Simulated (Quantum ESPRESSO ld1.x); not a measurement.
The numbers below are computed, except where a source is named.
Question: The calcium ion Ca3+, configuration [Ne] 3s2 3p4.5 3d0.5 (fractional occupations, a model configuration). Level of theory: Dirac Kohn-Sham, PBE, spin-unpolarised, spherical densities, point nucleus; open shells fill j = l - 1/2 first (ld1.x of Quantum ESPRESSO 7.5).

Spin-orbit splittings of the eigenvalues, e(l+1/2) - e(l-1/2), with zeta = 2 splitting/(2l+1) and mean radii in bohr:

| shell | occ. | splitting (eV) | zeta (eV) | <r> j=l-1/2 | <r> j=l+1/2 |
|---|---|---|---|---|---|
| 2p | 6 | 3.701 | 2.467 | 0.3255 | 0.3280 |
| 3p | 4.5 | ? | ? | 1.198 | 1.204 |
| 3d | 0.5 | 0.03537 | 0.01415 | 1.439 | 1.441 |

Estimate the 3p splitting.

Answer: 0.4299 eV (zeta = 0.2866 eV).
